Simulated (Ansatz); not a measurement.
Geometry optimisation, RHF/def2-SVP in Ansatz.

Input:

```yaml
crystal:
  periodic: [false, false, false]
  atoms:
    - { symbol: F, position_ang: [-1.0611, -0.8658, 1.8929] }
    - { symbol: B, position_ang: [-0.2535, -0.1196, 0.956] }
    - { symbol: C, position_ang: [0.9617, -0.8719, 0.3007] }
    - { symbol: Si, position_ang: [0.8523, -1.0189, -1.5402] }
    - { symbol: C, position_ang: [-0.5077, 1.4207, 0.6488] }
    - { symbol: S, position_ang: [-2.1115, 1.6568, -0.1661] }
    - { symbol: H, position_ang: [1.0976, -1.8889, 0.7539] }
    - { symbol: H, position_ang: [1.9652, -0.2968, 0.5291] }
    - { symbol: H, position_ang: [-0.4557, -1.752, -1.7833] }
    - { symbol: H, position_ang: [0.7041, 0.3093, -2.1192] }
    - { symbol: H, position_ang: [1.9152, -1.7552, -2.0797] }
    - { symbol: H, position_ang: [-1.01854, 0.68594, 0.58897] }
    - { symbol: H, position_ang: [0.2424, 1.8572, -0.0031] }
    - { symbol: H, position_ang: [-2.8741, 1.2979, 0.9993] }
basis:
  gaussian: { orbitals: def2-SVP }
hamiltonian:
  xc: hf
relax:
  f_tol: 0.02
  max_steps: 50
output:
  orbitals: {}
```

Launched with:

```bash
$ ansatz run input.yaml --threads 2 --pin off --max-ram 3072MiB --backend cpu --events-out ev --progress --plain --runs-dir out
```

**Question.** Where does it end, and by what steps?

**Answer.** It converged. After 27 steps the energy has fallen by 7.796 eV; S6 moved furthest, 2.21 Å. The start is strongly strained (largest force component 11 eV/Å), so its close contacts needn't be bonds. Parted: B2–H12 (1.17 → 2.26 Å).

```json
{"step": "0", "energy less start (eV)": "0.0000", "largest force component (eV/Å)": "10.520", "accepted": "yes"}
{"step": "1", "energy less start (eV)": "-2.9232", "largest force component (eV/Å)": "3.653", "accepted": "yes"}
{"step": "2", "energy less start (eV)": "-4.1243", "largest force component (eV/Å)": "2.898", "accepted": "yes"}
{"step": "3", "energy less start (eV)": "-5.0040", "largest force component (eV/Å)": "2.404", "accepted": "yes"}
{"step": "4", "energy less start (eV)": "-5.8012", "largest force component (eV/Å)": "1.509", "accepted": "yes"}
{"step": "5", "energy less start (eV)": "-6.4185", "largest force component (eV/Å)": "1.459", "accepted": "yes"}
{"step": "6", "energy less start (eV)": "-6.8691", "largest force component (eV/Å)": "1.143", "accepted": "yes"}
{"step": "7", "energy less start (eV)": "-7.2012", "largest force component (eV/Å)": "0.863", "accepted": "yes"}
{"step": "8", "energy less start (eV)": "-7.4018", "largest force component (eV/Å)": "0.818", "accepted": "yes"}
{"step": "9", "energy less start (eV)": "-7.5711", "largest force component (eV/Å)": "0.741", "accepted": "yes"}
{"step": "10", "energy less start (eV)": "-7.6442", "largest force component (eV/Å)": "0.967", "accepted": "yes"}
{"step": "11", "energy less start (eV)": "-7.6842", "largest force component (eV/Å)": "0.328", "accepted": "yes"}
{"step": "12", "energy less start (eV)": "-7.7020", "largest force component (eV/Å)": "0.137", "accepted": "yes"}
{"step": "13", "energy less start (eV)": "-7.7135", "largest force component (eV/Å)": "0.180", "accepted": "yes"}
{"step": "14", "energy less start (eV)": "-7.7209", "largest force component (eV/Å)": "0.389", "accepted": "yes"}
{"step": "15", "energy less start (eV)": "-7.7293", "largest force component (eV/Å)": "0.303", "accepted": "yes"}
{"step": "16", "energy less start (eV)": "-7.7341", "largest force component (eV/Å)": "0.572", "accepted": "yes"}
{"step": "17", "energy less start (eV)": "-7.7426", "largest force component (eV/Å)": "0.340", "accepted": "yes"}
{"step": "18", "energy less start (eV)": "-7.7574", "largest force component (eV/Å)": "0.191", "accepted": "yes"}
{"step": "19", "energy less start (eV)": "-7.7635", "largest force component (eV/Å)": "0.241", "accepted": "yes"}
{"step": "20", "energy less start (eV)": "-7.7696", "largest force component (eV/Å)": "0.267", "accepted": "yes"}
{"step": "21", "energy less start (eV)": "-7.7732", "largest force component (eV/Å)": "0.309", "accepted": "yes"}
{"step": "22", "energy less start (eV)": "-7.7814", "largest force component (eV/Å)": "0.252", "accepted": "yes"}
{"step": "23", "energy less start (eV)": "-7.7860", "largest force component (eV/Å)": "0.284", "accepted": "yes"}
{"step": "24", "energy less start (eV)": "-7.7928", "largest force component (eV/Å)": "0.160", "accepted": "yes"}
{"step": "25", "energy less start (eV)": "-7.7947", "largest force component (eV/Å)": "0.096", "accepted": "yes"}
{"step": "26", "energy less start (eV)": "-7.7955", "largest force component (eV/Å)": "0.036", "accepted": "yes"}
{"step": "27", "energy less start (eV)": "-7.7957", "largest force component (eV/Å)": "0.017", "accepted": "yes"}
```

```xyz
14
Properties=species:S:1:pos:R:3
F -1.693 -0.988 0.631
B -0.686 -0.166 0.347
C 0.764 -0.755 0.288
Si 1.258 -1.410 -1.422
C -1.063 1.349 0.103
S -1.164 2.127 1.769
H 0.859 -1.593 0.986
H 1.502 0.004 0.560
H 0.339 -2.488 -1.859
H 1.205 -0.318 -2.427
H 2.639 -1.944 -1.379
H -2.005 1.495 -0.424
H -0.285 1.905 -0.417
H -2.215 1.440 2.223
```

The run took 96 s on 2 threads of Intel(R) Xeon(R) Platinum 8259CL CPU @ 2.50GHz (Skylake/Cascade Lake), on a shared host, peak memory 0.34 GiB.
